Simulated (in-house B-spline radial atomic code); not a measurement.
Orbital energies and mean radii along the 12-electron series, configuration [Ne] 3s2. The effective charge is n√(-2ε), a non-relativistic measure. Computed with an all-electron radial atomic-structure program (B-spline basis): non-relativistic Hartree-Fock, average of the configuration, point nuclei.

This level leaves out relativity, spin-orbit splitting included, which matters for heavy ions.

```json
{"ion": "Ho55+", "Z": "67", "energy of 2p (Eh)": "-445.63", "mean radius of 2p (bohr)": "0.079944", "energy of 2s (Eh)": "-458.83", "mean radius of 2s (bohr)": "0.094236", "effective charge of 2p": "59.708"}
{"ion": "Er56+", "Z": "68", "energy of 2p (Eh)": "-460.7", "mean radius of 2p (bohr)": "0.078686", "energy of 2s (Eh)": "-474.12", "mean radius of 2s (bohr)": "0.092779", "effective charge of 2p": "60.709"}
{"ion": "Tm57+", "Z": "69", "energy of 2p (Eh)": "-476.02", "mean radius of 2p (bohr)": "0.077466", "energy of 2s (Eh)": "-489.65", "mean radius of 2s (bohr)": "0.091366", "effective charge of 2p": "61.71"}
{"ion": "Yb58+", "Z": "70", "energy of 2p (Eh)": "-491.58", "mean radius of 2p (bohr)": "0.076283", "energy of 2s (Eh)": "-505.43", "mean radius of 2s (bohr)": "0.089996", "effective charge of 2p": "62.711"}
{"ion": "Lu59+", "Z": "71", "energy of 2p (Eh)": "-507.4", "mean radius of 2p (bohr)": "0.075136", "energy of 2s (Eh)": "-521.46", "mean radius of 2s (bohr)": "0.088666", "effective charge of 2p": "63.712"}
{"ion": "Hf60+", "Z": "72", "energy of 2p (Eh)": "-523.47", "mean radius of 2p (bohr)": "0.074023", "energy of 2s (Eh)": "-537.74", "mean radius of 2s (bohr)": "0.087375", "effective charge of 2p": "64.713"}
{"ion": "Ta61+", "Z": "73", "energy of 2p (Eh)": "-539.79", "mean radius of 2p (bohr)": "0.072943", "energy of 2s (Eh)": "-554.27", "mean radius of 2s (bohr)": "0.086121", "effective charge of 2p": "65.714"}
{"ion": "W62+", "Z": "74", "energy of 2p (Eh)": "-556.35", "mean radius of 2p (bohr)": "0.071894", "energy of 2s (Eh)": "-571.05", "mean radius of 2s (bohr)": "0.084902", "effective charge of 2p": "66.714"}
{"ion": "Re63+", "Z": "75", "energy of 2p (Eh)": "-573.17", "mean radius of 2p (bohr)": "0.070874", "energy of 2s (Eh)": "-588.08", "mean radius of 2s (bohr)": "0.083717", "effective charge of 2p": "67.715"}
{"ion": "Os64+", "Z": "76", "energy of 2p (Eh)": "-590.24", "mean radius of 2p (bohr)": "0.069883", "energy of 2s (Eh)": "-605.36", "mean radius of 2s (bohr)": "0.082565", "effective charge of 2p": "68.716"}
{"ion": "Ir65+", "Z": "77", "energy of 2p (Eh)": "-607.56", "mean radius of 2p (bohr)": "0.068919", "energy of 2s (Eh)": "-622.89", "mean radius of 2s (bohr)": "0.081444", "effective charge of 2p": "69.717"}
```

How does the screening of 2p change?

Z less the effective charge goes from 7.29 at Z = 67 to 7.28 at Z = 77.
